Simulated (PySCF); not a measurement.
1,4-bis(trifluoromethyl)benzene, C8H4F6.
Bonds: F1–C2, C2–F3, C2–F4, C2–C5, C5–C6 (aromatic), C6–C7 (aromatic), C7–C8 (aromatic), C8–C9, C9–F10, C9–F11, C9–F12, C8–C13 (aromatic), C13–C14 (aromatic), C5–C14 (aromatic). Hydrogens: H15 on C6; H16 on C7; H17 on C13; H18 on C14.

Method: PySCF 2.14.0, PBE0-D3(BJ)/def2-SVP geometry optimisation, gas phase; density fitting, grid level 1; the optimiser is geomeTRIC in internal coordinates, started from a GFN2-xTB structure with every atom displaced at random (about 0.01 Å).

The end geometry, which sets the zero of energy:
```
atom  x, y, z in Å
F1      3.3422    1.1780   -0.7290
C2      2.8890    0.0959   -0.0921
F3      3.4059   -0.9764   -0.6960
F4      3.3863    0.1282    1.1486
C5      1.3843    0.0501   -0.0714
C6      0.7331   -1.1791    0.0449
C7     -0.6540   -1.2219    0.1179
C8     -1.3881   -0.0352    0.0690
C9     -2.8918   -0.0987    0.0950
F10    -3.3259   -1.0140    0.9647
F11    -3.3806   -0.4330   -1.1038
F12    -3.4335    1.0733    0.4328
C13    -0.7377    1.1917   -0.0466
C14     0.6513    1.2348   -0.1166
H15     1.3143   -2.1025    0.0748
H16    -1.1698   -2.1791    0.2151
H17    -1.3199    2.1138   -0.0783
H18     1.1681    2.1911   -0.2114
```

Question: These geometries come from the run, each turned onto the end geometry. Order them by energy, lowest first.
A.
```
atom  x, y, z in Å
F1      3.3341    1.1846   -0.7358
C2      2.8903    0.1003   -0.0945
F3      3.4091   -0.9755   -0.6916
F4      3.3861    0.1408    1.1469
C5      1.3872    0.0468   -0.0703
C6      0.7297   -1.1793    0.0458
C7     -0.6575   -1.2280    0.1192
C8     -1.3888   -0.0402    0.0688
C9     -2.8927   -0.0964    0.0932
F10    -3.3305   -1.0124    0.9605
F11    -3.3821   -0.4238   -1.1076
F12    -3.4276    1.0771    0.4376
C13    -0.7337    1.1844   -0.0458
C14     0.6554    1.2319   -0.1143
H15     1.3104   -2.1028    0.0755
H16    -1.1726   -2.1855    0.2166
H17    -1.3157    2.1062   -0.0780
H18     1.1717    2.1886   -0.2088
```
B.
```
atom  x, y, z in Å
F1      3.3691    1.1235   -0.7703
C2      2.8729    0.0942   -0.0917
F3      3.4002   -0.9989   -0.6490
F4      3.4283    0.1971    1.1478
C5      1.3706    0.0427   -0.0717
C6      0.7286   -1.1726    0.0522
C7     -0.6388   -1.2240    0.1109
C8     -1.3587   -0.0335    0.0523
C9     -2.8818   -0.0961    0.1101
F10    -3.3352   -1.0738    0.9082
F11    -3.4027   -0.3570   -1.1186
F12    -3.4331    1.0417    0.5157
C13    -0.7619    1.1970   -0.0699
C14     0.6304    1.2348   -0.1088
H15     1.3059   -2.0982    0.0949
H16    -1.1620   -2.1530    0.2076
H17    -1.3080    2.1094   -0.1014
H18     1.1492    2.1834   -0.2006
```
C.
```
atom  x, y, z in Å
F1      3.3630    1.1677   -0.7265
C2      2.8953    0.0995   -0.0813
F3      3.4376   -0.9690   -0.6609
F4      3.3792    0.1555    1.1651
C5      1.3859    0.0455   -0.0872
C6      0.7314   -1.1812    0.0322
C7     -0.6561   -1.2282    0.1054
C8     -1.3923   -0.0421    0.0570
C9     -2.8977   -0.0958    0.1037
F10    -3.3294   -1.0189    0.9687
F11    -3.4158   -0.4082   -1.0844
F12    -3.4254    1.0777    0.4629
C13    -0.7390    1.1843   -0.0575
C14     0.6497    1.2284   -0.1290
H15     1.3124   -2.1048    0.0602
H16    -1.1699   -2.1869    0.2017
H17    -1.3200    2.1077   -0.0871
H18     1.1641    2.1858   -0.2255
```
D.
```
atom  x, y, z in Å
F1      3.3786    1.1845   -0.6583
C2      2.8966    0.0979   -0.0534
F3      3.4644   -0.9821   -0.5832
F4      3.2421    0.1478    1.2337
C5      1.3878    0.0440   -0.1333
C6      0.7331   -1.1841   -0.0280
C7     -0.6538   -1.2199    0.0567
C8     -1.3904   -0.0361    0.0249
C9     -2.8914   -0.0996    0.1369
F10    -3.2518   -1.0219    1.0350
F11    -3.4666   -0.4183   -1.0205
F12    -3.3966    1.0718    0.5379
C13    -0.7329    1.1865   -0.1126
C14     0.6543    1.2278   -0.1874
H15     1.3110   -2.1077    0.0054
H16    -1.1736   -2.1760    0.1643
H17    -1.3094    2.1170   -0.1262
H18     1.1716    2.1852   -0.2744
```

Answer: A (0.002 eV), C (0.007 eV), D (0.031 eV), B (0.147 eV).

In the order of the answer:

| step | E above end (eV) | largest force (eV/Å) | rms force component (eV/Å) | rms distance from end (Å) | rms bond change (Å) | bond most changed (Å) |
| --- | --- | --- | --- | --- | --- | --- |
| 4 | 0.002 | 0.13 | 0.037 | 0.007 | 0.000 | C2–C5 -0.001 |
| 2 | 0.007 | 0.27 | 0.073 | 0.023 | 0.002 | C2–C5 +0.005 |
| 1 | 0.031 | 0.85 | 0.165 | 0.085 | 0.003 | C2–C5 +0.006 |
| 0 | 0.147 | 1.99 | 0.561 | 0.049 | 0.015 | C13–H17 -0.027 |

What follows is the cost of the whole optimisation. The run took 8.8 min wall on Intel Xeon at 2.50 GHz, one thread, on a shared host, and the process peaked at 0.96 GiB of memory.
